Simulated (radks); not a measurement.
Values are calculated unless marked as measured or tabulated.
Excited configurations of the titanium ion Ti9+: one electron is placed in a higher orbital outside [Ne] 3s2. The ground configuration is [Ne] 3s2 3p1. Level of theory: non-relativistic Kohn-Sham, LDA (Slater exchange, Perdew-Wang correlation), spin-polarised, spherical densities, point nucleus; open shells are filled with parallel spins first (a radial shooting solver on a logarithmic mesh with Libxc functionals). Excitation = E - E(ground); binding = E(ion) - E, where the ion is the core of charge +10; n* = 10/sqrt(2 binding) in atomic units, and the quantum defect is n - n*.

3d: excitation (eV) 37.288; binding (eV) 178.79; n* 2.759; quantum defect 0.241; eigenvalue (eV) -166.26; <r> (bohr) 0.8646
4s: excitation (eV) 97.973; binding (eV) 118.10; n* 3.394; quantum defect 0.606; eigenvalue (eV) -112.74; <r> (bohr) 1.751
4d: excitation (eV) 120.18; binding (eV) 95.894; n* 3.767; quantum defect 0.233; eigenvalue (eV) -90.766; <r> (bohr) 1.845
4f: excitation (eV) 127.48; binding (eV) 88.598; n* 3.919; quantum defect 0.081; eigenvalue (eV) -82.797; <r> (bohr) 1.692
5s: excitation (eV) 145.45; binding (eV) 70.628; n* 4.389; quantum defect 0.611; eigenvalue (eV) -67.610; <r> (bohr) 2.918
5f: excitation (eV) 159.19; binding (eV) 56.882; n* 4.891; quantum defect 0.109; eigenvalue (eV) -53.892; <r> (bohr) 3.008
6p: excitation (eV) 171.44; binding (eV) 44.636; n* 5.521; quantum defect 0.479; eigenvalue (eV) -42.768; <r> (bohr) 4.516
7d: excitation (eV) 186.01; binding (eV) 30.062; n* 6.727; quantum defect 0.273; eigenvalue (eV) -28.809; <r> (bohr) 6.547

The Delta-SCF ionisation energy is 216.08 eV (NIST Atomic Spectra Database: 215.9 eV, measured). Self-interaction in the functional shifts the binding energies and quantum defects, so they are the method's values and not measured ones. Open shells are spherical and high-spin; term and fine-structure splittings are not resolved.
